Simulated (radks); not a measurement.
Question: Species: the aluminium ion Al2+. Configuration: [Ne] 3s1. All-electron calculation, Dirac Kohn-Sham, PBE, spin-unpolarised, spherical densities, finite nucleus; Fermi nuclear charge, rms radius 3.061 fm. Program: a radial shooting solver on a logarithmic mesh with Libxc functionals. Some entries of the table are withheld. Estimate them.

orbital,occ.,eigenvalue (eV),<1/r> (bohr^-1),<r^2> (bohr^2)
1s1/2,2,-1532.194,(1),0.01946
2s1/2,2,-128.7592,2.345,(2)
2p1/2,2,-90.5486,2.222,0.4561
2p3/2,4,-90.1047,2.212,0.4593
3s1/2,1,(3),0.6156,(4)
3p1/2,0,-17.2248,0.5229,7.555
3p3/2,0,-17.1914,0.5218,7.583
3d3/2,0,-9.5695,0.3497,13.71
3d5/2,0,-9.5688,0.3497,13.71

Answer: 
(1) 1s1/2 <1/r> (bohr^-1): 12.63
(2) 2s1/2 <r^2> (bohr^2): 0.4678
(3) 3s1/2 eigenvalue (eV): -23.7472
(4) 3s1/2 <r^2> (bohr^2): 5.567
